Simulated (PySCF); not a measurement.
Be(I)(SMe) (CH3BeIS), SMILES C[S][Be][I]. Atoms are numbered in the order given.

```xyz
7

Be     0.3561     0.7315     0.0000
I     -0.0449    -1.4045     0.0000
S      0.6932     2.5990     0.0000
C     -1.0144     3.2707     0.0000
H     -1.5665     2.9689     0.8995
H     -0.9167     4.3643     0.0000
H     -1.5665     2.9689    -0.8995
```

Geometry: PBE0-D3(BJ)/def2-SVP. The def2 effective core potentials stand for the cores of I; spin–orbit coupling is left out. Other conformers were not sampled.

Method: PySCF with HF/def2-TZVPD.

Symmetry labels are those of the subgroup Cs that the program uses (full group Cs).

**Question.** List the valence orbital energies around the gap with their symmetry. (Estimate from the structure and the level; the computed values follow.)

**Answer.** 
```tsv
orbital	symmetry	energy (eV)
HOMO−7	A'	-16.38
HOMO−6	A"	-16.25
HOMO−5	A'	-13.80
HOMO−4	A'	-12.59
HOMO−3	A'	-11.48
HOMO−2	A"	-10.66
HOMO−1	A'	-10.49
HOMO	A"	-9.83
LUMO	A'	1.06
LUMO+1	A'	1.23
LUMO+2	A'	1.37
LUMO+3	A"	1.53
```
